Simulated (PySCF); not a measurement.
A structure optimised at PBE-D3(BJ)/def2-SVP, used in a PySCF frequency run:

```
Ti
F 1 1.7442
F 1 1.7442 2 109.47
F 1 1.7442 2 109.47 3 -120.00
F 1 1.7442 2 109.47 3 120.00
```

Question: Write its SMILES, formula and point group.

Answer: [F][Ti]([F])([F])[F], F4Ti, Td

Question: What are its rotational constants (standard atomic weights)?

Answer: 3.2790, 3.2790, 3.2790 GHz
